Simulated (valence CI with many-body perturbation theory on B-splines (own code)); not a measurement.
E1 transitions of Ta XXV

Method: configuration interaction combined with many-body perturbation theory (CI+MBPT): three valence electrons over a frozen Dirac-Fock core [Kr] 4d10, radial functions for each j: 8 s, 8 p, 9 d, 9 f, 6 g, 3 h, 2 i, with the one-electron correlation potential Σ1 (screened to all orders), the two-electron term Σ2, the three-electron term Σ3, Breit, model QED; selected single and double excitations, second order for the rest, scaled by the run's own slope (own B-spline code, finite nucleus).

No measured levels were compared; by estimate terms of the open shell hold to a few per cent of their energy, and close levels can change places. Core correlation moves these levels by up to 46000 cm⁻¹, and in measured spectra 5 to 20 % of such shifts remained as error; rates that hang on mixing are uncertain with them.

Lines 1 to 50 of 159 in falling wavelength, among levels below 919780 cm⁻¹, chosen from the strongest by gf and those to the six lowest levels. Wavelengths and rates use the calculated energies, so an error of 2000 cm⁻¹ moves a line at 14.88 nm by 0.3 % and its rate by three times that or more. Electric multipoles are in the length gauge, E1 and E2 with the static RPA response of the core. Weak lines are less certain than strong ones. Lines between different terms over intervals too small for the method are left out, as are lines whose strength nearly cancels. Where a level lies close to another of its J and parity, the split of strength between their lines is uncertain. The highest levels of a list are the least certain.

Names give the largest LS component (configuration and term), which can be under half, so a name can repeat, a term be missing and a line seem to break the LS rules; names also repeat where a configuration has a term twice. Letters in brackets count levels of one name in rising energy.

```
λ vac (nm)           Upper             Lower   A (s⁻¹)  S (a.u.) with core polarisation  S without
     14.88   4f2 5s 2H_9/2   4f3 2G°_7/2 [b]  3.01e+04                         4.90e-07   1.17e-06
     14.61   4f2 5s 4F_9/2   4f3 2G°_9/2 [b]  2.26e+04                         3.47e-07   1.72e-07
     14.58   4f2 5s 2G_7/2   4f3 2G°_7/2 [b]  7.46e+04                         9.13e-07   7.79e-07
     14.30  4f2 5s 2H_11/2   4f3 2G°_9/2 [b]  4.47e+04                         7.75e-07   2.30e-06
     14.26   4f2 5s 2G_7/2   4f3 2F°_7/2 [a]  6.24e+04                         7.15e-07   8.10e-07
     14.09   4f2 5s 4F_9/2  4f3 2H°_11/2 [c]  2.50e+04                         3.45e-07   1.21e-07
     14.07   4f2 5s 2G_9/2   4f3 2G°_9/2 [b]  1.64e+05                         2.26e-06   1.86e-06
     14.03   4f2 5s 2F_7/2   4f3 2G°_7/2 [b]  8.32e+04                         9.07e-07   7.07e-07
     13.96   4f2 5s 2F_7/2   4f3 2G°_9/2 [b]  1.27e+05                         1.36e-06   4.59e-07
     13.87   4f2 5s 2F_5/2   4f3 2F°_5/2 [a]  9.30e+04                         7.34e-07   6.76e-07
     13.86   4f2 5s 2G_7/2   4f3 2F°_5/2 [a]  3.66e+04                         3.84e-07   9.29e-07
     13.78   4f2 5s 2D_5/2   4f3 2D°_5/2 [c]  5.93e+04                         4.59e-07   5.27e-07
     13.73   4f2 5s 2F_7/2   4f3 2F°_7/2 [a]  7.46e+04                         7.63e-07   1.02e-06
     13.73   4f2 5s 4F_9/2       4f3 4D°_7/2  1.21e+05                         1.55e-06   1.08e-06
     13.69   4f2 5s 2G_7/2   4f3 2H°_9/2 [b]  8.69e+04                         8.81e-07   3.56e-07
     13.67   4f2 5s 2H_9/2      4f3 2I°_11/2  1.43e+05                         1.80e-06   5.64e-07
     13.64   4f2 5s 2G_7/2       4f3 4D°_7/2  2.73e+04                         2.73e-07   2.61e-07
     13.59   4f2 5s 2G_9/2  4f3 2H°_11/2 [c]  6.37e+04                         7.89e-07   3.13e-07
     13.58   4f2 5s 4F_5/2   4f3 2D°_5/2 [a]  4.46e+04                         3.31e-07   1.54e-07
     13.54   4f2 5s 4F_3/2       4f3 2P°_1/2  5.22e+04                         2.56e-07   6.98e-08
     13.51   4f2 5s 4F_9/2      4f3 2I°_11/2  6.70e+04                         8.15e-07   1.54e-07
     13.50   4f2 5s 2H_9/2  4f3 2H°_11/2 [b]  7.02e+04                         8.53e-07   4.24e-07
     13.48   4f2 5s 4H_9/2       4f3 4G°_7/2  6.05e+04                         7.31e-07   5.32e-07
     13.47   4f2 5s 4F_7/2   4f3 2D°_5/2 [b]  4.57e+04                         4.41e-07   3.36e-07
     13.44  4f2 5s 2H_11/2      4f3 2I°_13/2  5.08e+05                         7.30e-06   2.48e-06
     13.42  4f2 5s 4H_13/2      4f3 2I°_11/2  1.65e+04                         2.75e-07   1.38e-07
     13.42   4f2 5s 4H_7/2       4f3 4G°_5/2  8.76e+04                         8.36e-07   5.27e-07
     13.42   4f2 5s 2D_3/2   4f3 2D°_3/2 [c]  6.90e+04                         3.29e-07   3.00e-07
     13.40  4f2 5s 4H_11/2       4f3 4G°_9/2  7.47e+04                         1.06e-06   5.41e-07
     13.35   4f2 5s 2D_3/2   4f3 2F°_5/2 [a]  7.95e+04                         3.73e-07   1.12e-07
     13.34   4f2 5s 4F_7/2   4f3 2D°_5/2 [a]  1.22e+05                         1.15e-06   8.25e-07
     13.29   4f2 5s 2H_9/2   4f3 2G°_7/2 [a]  6.26e+04                         7.25e-07   7.21e-07
     13.29   4f2 5s 4H_9/2       4f3 4F°_7/2  4.39e+04                         5.08e-07   5.12e-07
     13.28   4f2 5s 4H_7/2       4f3 4F°_5/2  3.62e+03                         3.35e-08   1.34e-08
     13.26  4f2 5s 4H_13/2  4f3 2H°_11/2 [b]  8.01e+04                         1.29e-06   7.65e-07
     13.26   4f2 5s 2G_9/2       4f3 4D°_7/2  9.16e+04                         1.05e-06   6.30e-07
     13.25  4f2 5s 2H_11/2      4f3 2I°_11/2  2.51e+04                         3.45e-07   5.14e-08
     13.24   4f2 5s 4P_5/2   4f3 2D°_5/2 [c]  8.76e+04                         6.02e-07   9.24e-07
     13.22  4f2 5s 2H_11/2   4f3 2G°_9/2 [a]  7.36e+04                         1.01e-06   9.03e-07
     13.22   4f2 5s 4F_7/2       4f3 4G°_9/2  7.05e+04                         6.43e-07   2.91e-07
     13.22   4f2 5s 2F_5/2   4f3 2D°_5/2 [a]  4.33e+04                         2.96e-07   2.22e-07
     13.19  4f2 5s 2I_11/2  4f3 2H°_11/2 [c]  1.29e+05                         1.75e-06   3.10e-07
     13.18   4f2 5s 4F_5/2       4f3 4G°_7/2  7.48e+04                         5.08e-07   2.83e-07
     13.18   4f2 5s 2D_5/2       4f3 4D°_7/2  5.31e+04                         3.60e-07   5.77e-08
     13.18   4f2 5s 4F_7/2   4f3 2G°_7/2 [a]  3.86e+04                         3.49e-07   5.71e-08
     13.16   4f2 5s 4P_3/2   4f3 2F°_5/2 [a]  9.00e+04                         4.05e-07   1.15e-07
     13.15   4f2 5s 2H_9/2  4f3 2H°_11/2 [a]  6.37e+04                         7.15e-07   2.34e-07
     13.14   4f2 5s 4F_9/2   4f3 2G°_7/2 [a]  4.49e+04                         5.02e-07   5.26e-07
     13.11   4f2 5s 4F_3/2       4f3 4G°_5/2  1.40e+05                         6.24e-07   3.52e-07
     13.09  4f2 5s 2H_11/2  4f3 2H°_11/2 [b]  3.85e+04                         5.12e-07   7.68e-07
```
